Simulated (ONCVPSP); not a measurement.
**Reading a pseudo-wave (Si (Z = 14))**

Columns: radius, all-electron u(r) and pseudo u(r) of the 2p shell (level -95.61 eV) of silicon in the configuration [He] 2s2 2p6 3s2 3p2; LDA (Perdew-Wang 92), scalar-relativistic, ONCV scheme, ONCVPSP 4.0.1.

| r (bohr) | all-electron | pseudo |
| --- | --- | --- |
| 0.053 | 0.1709 | 0.0529 |
| 0.105 | 0.4767 | 0.1982 |
| 0.158 | 0.7781 | 0.4180 |
| 0.210 | 1.0114 | 0.6708 |
| 0.262 | 1.1719 | 0.9240 |
| 0.315 | 1.2670 | 1.1483 |
| 0.368 | 1.3052 | 1.3125 |
| 0.420 | 1.3009 | 1.4029 |
| 0.473 | 1.2657 | 1.4222 |
| 0.525 | 1.2104 | 1.3797 |
| 0.578 | 1.1406 | 1.2913 |
| 0.630 | 1.0644 | 1.1787 |
| 0.683 | 0.9832 | 1.0560 |
| 0.735 | 0.9032 | 0.9409 |
| 0.788 | 0.8233 | 0.8370 |
| 0.840 | 0.7480 | 0.7505 |
| 0.893 | 0.6754 | 0.6754 |
| 0.945 | 0.6089 | 0.6088 |
| 0.998 | 0.5461 | 0.5460 |
| 1.050 | 0.4894 | 0.4893 |
| 1.102 | 0.4376 | 0.4376 |
| 1.155 | 0.3896 | 0.3896 |
| 1.208 | 0.3463 | 0.3462 |
| 1.260 | 0.3079 | 0.3079 |
| 1.313 | 0.2728 | 0.2728 |
| 1.365 | 0.2420 | 0.2419 |

Q: How many radial nodes do the two functions have?

A: The all-electron 2p function has n − l − 1 = 0; the pseudo-wave has 0.

Q: At about which radius was the pseudo-wave matched?

A: 0.90 bohr, where the columns begin to agree (steps of 0.05 bohr).

Q: Is the pseudo-wave norm-conserving?

A: Yes: the ONCV scheme keeps the norm inside the radius equal to the all-electron one, which fixes the energy derivative of the logarithmic derivative at the level.
